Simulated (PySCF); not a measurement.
**MI for M along the fourth-period p block**

CCSD(T) with double-zeta basis sets in PySCF, for the lowest determinant that a PBE0 search found; no spin–orbit coupling. De refers to high-spin ground-configuration atoms.

```csv
M,basis,"reference, frozen orbitals",state (unpaired electrons),Re (Å),ωe (cm⁻¹),De (eV)
Ga,def2-SVP,"RHF, 13",singlet (closed shell),2.590,223,3.50
Ge,cc-pVDZ-PP,"UHF, 8",doublet (π ↑),2.567,239,2.68
As,cc-pVDZ-PP,"UHF, 8",triplet (π ↑↑),2.550,242,1.74
Se,cc-pVDZ-PP,"UHF, 8",doublet (π ↑),2.514,251,1.62
Br,def2-SVP,"RHF, 13",singlet (closed shell),2.534,252,1.65
```

The shortest bond is that of SeI (2.514 Å), the longest that of GaI (2.590 Å).

The rows differ in basis set, which adds steps of its own.

The state changes along the series, so neighbouring rows are not always alike in their bonding.

Correlated steps freeze the inner cores (8 to 13 orbitals); shallow outer-core shells are correlated. Correlated levels converge slowly with the basis: in double zeta they bind strong bonds too weakly, by up to about 1 eV, and carry superposition errors of some tenths. These are scalar-relativistic numbers at best; spin–orbit coupling would shift them, the dissociation energy most. Where the molecule has an RHF reference, its open-shell atoms are computed with UHF. States were picked by a PBE0 search and need not be the measured ground states.
